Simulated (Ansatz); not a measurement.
Program: Ansatz. Geometries: PBE0-D4/def2-TZVP. ΔE: electronic, gas phase. CBS: MP2 limit from def2 TZ/QZ plus the TZ coupled-cluster correction, frozen cores. This one scheme is used for every species. For Ge outer-core shells are correlated without core-valence functions, which leaves a few kJ/mol of doubt a bond. Scalar relativity is left out up to krypton. Each species was taken in one conformer, which may not be the lowest.

Reaction (ligand exchange at a Ge–S bond): `[NH2][Ge][SH]` + NH₃ → `[NH2][Ge][NH2]` + H₂S

```
         species  CCSD/def2-SVP energy (Eh)
 `[NH2][Ge][SH]`                -2529.24292
             NH₃                  -56.35105
`[NH2][Ge][NH2]`                -2186.84824
             H₂S                 -398.73209
```

(1) Work out ΔE.

Largest T1 diagnostic among the species: 0.014.

Results:

(1) ΔE = (-2186.84824) + (-398.73209) − (-2529.24292) − (-56.35105) = 0.01364 Eh = +35.8 kJ/mol. CCSD(T)/CBS gives +44.7 kJ/mol.

From BLYP to BHLYP (50 % exact exchange), in def2-TZVPP and without D4, ΔE moves by −4.9 kJ/mol. Leaving LDA and LC-ωPBE aside and taking each functional with its dispersion term where it has one, the values, not all of them listed here, spread over 14.4 kJ/mol, from CAM-B3LYP-D4 to revPBE-D4. LDA lies −6.7 kJ/mol from PBE without D4.
